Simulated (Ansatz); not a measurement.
Method: B3LYP-D3(BJ)/def2-TZVP // PBE0-D3(BJ)/def2-SVP (Ansatz, a first-principles code). Isolated molecules, 0 K electronic values unless said otherwise. B3LYP has the VWN-RPA correlation part, as in Gaussian.  In the def2 sets, heavy atoms carry core potentials.

Reference species (SMILES): `F[C](F)(F)[Sn]([Cl])([Cl])[Cl]` (neutral, multiplicity 1).

```yaml
HOMO: -9.19 eV
HOMO–LUMO gap: 5.91 eV
vertical ionisation energy (Delta-SCF): 11.13 eV
```

After one change: the HOMO rises by 1.21 eV; the HOMO–LUMO gap decreases by 0.40 eV; the vertical ionisation energy (Delta-SCF) drops by 1.42 eV.

**Question.** What was changed between the two runs? The new species is one of these.
A. `C[C](C)(C)[Sn]([Cl])([Cl])[Cl]`
B. `C=C[CH2][Sn]([Cl])([Cl])[Cl]` (C–C–C–Sn torsion 99°)
C. `[CH3][Sn]([Cl])([Cl])[Cl]`
D. `FC(F)(F)[CH2][Sn]([Cl])([Cl])[Cl]`

**Answer.** A, `C[C](C)(C)[Sn]([Cl])([Cl])[Cl]`
